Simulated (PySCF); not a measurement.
Harmonic spectrum computed at PBE0 in the def2-SVP basis family (core potentials from Rb on, PySCF, no spin–orbit coupling):

```json
{"ω (cm⁻¹)": "96", "IR (km/mol)": "3.3"}
{"ω (cm⁻¹)": "125", "IR (km/mol)": "9.5"}
{"ω (cm⁻¹)": "197", "IR (km/mol)": "1.0"}
{"ω (cm⁻¹)": "309", "IR (km/mol)": "60.6"}
{"ω (cm⁻¹)": "438", "IR (km/mol)": "72.8"}
{"ω (cm⁻¹)": "1046", "IR (km/mol)": "96.4"}
```

**Question.** Which molecule gave it? In each, all ligands are bound to the one heavy central atom.
A. MnOCl₂ (quartet)
B. ZrOCl₂ (singlet)
C. RuOCl₂ (triplet)
D. PtOCl₂ (triplet)

**Answer.** C. It has C2v symmetry with Ru–Cl 2.228 Å (×2), Ru–O 1.641 Å.
